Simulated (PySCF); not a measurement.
SbBr2, SMILES [Br][Sb][Br], multiplicity 2.

Geometry: r2SCAN-D4/def2-SVP. The spin state was assumed, not searched. The isomer is the one that the SMILES or the coordinates give; other isomers of the formula were not compared. The def2 effective core potentials stand for the cores of Sb; spin–orbit coupling is left out.

Two levels are set side by side: PBE/def2-TZVPD (PySCF) and CAM-B3LYP/def2-TZVPD (PySCF). Same geometry, gas phase. Differences are taken from unrounded values.

```csv
quantity,CAM-B3LYP
α-spin orbital gap (eV),6.23
β-spin orbital gap (eV),7.00
dipole moment (D),2.49
mean polarisability (bohr³),88.9
```

Problem. What does PBE give, and how far is it from CAM-B3LYP? (Estimate from the structure and the level; the computed values follow.)

Solution. 
```
quantity                      PBE  PBE minus CAM-B3LYP
---------------------------  ----  -------------------
α-spin orbital gap (eV)      2.23                -4.00
β-spin orbital gap (eV)      3.01                -3.99
dipole moment (D)            2.12                -0.37
mean polarisability (bohr³)  93.2                  4.3
```

PBE's more diffuse valence density responds more strongly to a field. Differences between two approximate levels are no errors against the true value.

Rough cost on one machine, each run with all the roots and properties that it gave: CAM-B3LYP against PBE within a factor of 2.
